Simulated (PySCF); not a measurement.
Sn(F)(OMe) (CH3FOSn), SMILES C[O][Sn][F] (connectivity only; charge and spin as stated), neutral, multiplicity 1.

Geometry optimised at B3LYP-D3(BJ)/def2-SVP. The def2 effective core potentials stand for the cores of Sn; spin–orbit coupling is left out. The values are those of a single conformer.

Calculation: IEF-PCM-ωB97X/def2-SVP (PySCF).

The values are the electrostatic part of the solvation free energy, E(continuum) − E(gas) at the gas-phase geometry, in a cavity of scaled van der Waals radii (PySCF's table); cavitation and dispersion terms are not included. A continuum can't describe solvent molecules that bind to the metal. In vacuum the orbital gap is 9.63 eV. The dipole moment in vacuum is 1.89 D.

### Question
Estimate the values in water (ε = 78.36), dimethylsulfoxide (ε = 46.83), chlorobenzene (ε = 5.70). (Estimate from the structure and the level; the computed values follow.)

### Answer

```csv
solvent,ε,ΔG(elec) (kcal/mol),dipole (D),gap (eV)
water,78.36,-6.3,2.46,9.89
dimethylsulfoxide,46.83,-6.2,2.45,9.89
chlorobenzene,5.70,-4.8,2.32,9.83
```
